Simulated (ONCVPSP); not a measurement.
**What one change does to a pseudopotential (platinum (Pt), ONCV)**

Pt (Z = 78), optimised norm-conserving Vanderbilt (ONCV), made with ONCVPSP 4.0.1 (PBE, scalar-relativistic). Core [Kr] 4d10 4f14, reference 5s2 5p6 5d9 6s1. Waves: 5s+6s: rc 1.55 bohr, ncon 5, nbas 10, qcut 8.3 1/bohr, 2 projectors; 5p: rc 1.15 bohr, ncon 5, nbas 10, qcut 6.3 1/bohr, 2 projectors, debl 3.9 Ha; 5d: rc 2.05 bohr, ncon 4, nbas 8, qcut 6.4 1/bohr, 2 projectors, debl 0.3 Ha. Local part: polynomial inside 0.95 bohr (lpopt 5, dvloc0 0 Ha). Core correction: Teter function fitted to the true core (icmod 2), fcfact 0.2.

Change: d: rc 2.98.

Cutoffs: the cutoffs (Ha) at which the residual kinetic energy of the hardest occupied pseudo-wave falls to 1 and 0.1 mHa per electron; they do not see the model core or the augmentation charge, which bear on the density cutoff. Errors are all-electron minus pseudo energies relative to the spin-unpolarised reference configuration.

Question: Predict the effect on cutoff, ghosts and configuration errors.

Answer: The potential gets neither clearly harder nor softer (224 Ha and 258 Ha → 224 Ha and 258 Ha); the p channel sets the loose cutoff, while the largest relative change is in d, which becomes softer; of the 4 tests that both files solve, the error grows in 2 and shrinks in 1 by more than 15 % and 0.3 meV (median size 5.9 → 3.1 meV); neither file shows a bound ghost.

| quantity | base | changed |
| --- | --- | --- |
| cutoff, loose | 224 Ha | 224 Ha |
| cutoff, tight | 258 Ha | 258 Ha |
| loose cutoff by channel | s 27 Ha, p 224 Ha, d 16 Ha | s 27 Ha, p 224 Ha, d 13 Ha |
| bound ghosts | none | none |
| GHOST(+) flags under 300 eV | s at 22.5 eV, d at 50.9 eV | s at 22.5 eV, d at 268.2 eV |
| error for 5s2 5p6 5d9 6s0, meV [ΔE 9.19 eV] | -3.8 | -4.5 |
| error for 5s2 5p6 5d8 6s0, meV [ΔE 29.16 eV] | -7.9 | -1.7 |
| error for 5s2 5p6 5d7 6s0, meV [ΔE 61.38 eV] | -11 | +133 |
| error for 5s2 5p6 5d9 6s0.5, meV [ΔE 3.69 eV] | -1.5 | -1.3 |
| s: phases at 1.58 bohr within 0.05 rad from the reference energy up to (Ha; the scan ends near 5) | 0.8 | 0.8 |
| p: phases at 1.17 bohr within 0.05 rad from the reference energy up to (Ha; the scan ends near 5) | to the end of the scan | to the end of the scan |
| rms error of d²Exc/dni dnj with the model core, mHa | 0.20 | 0.83 |
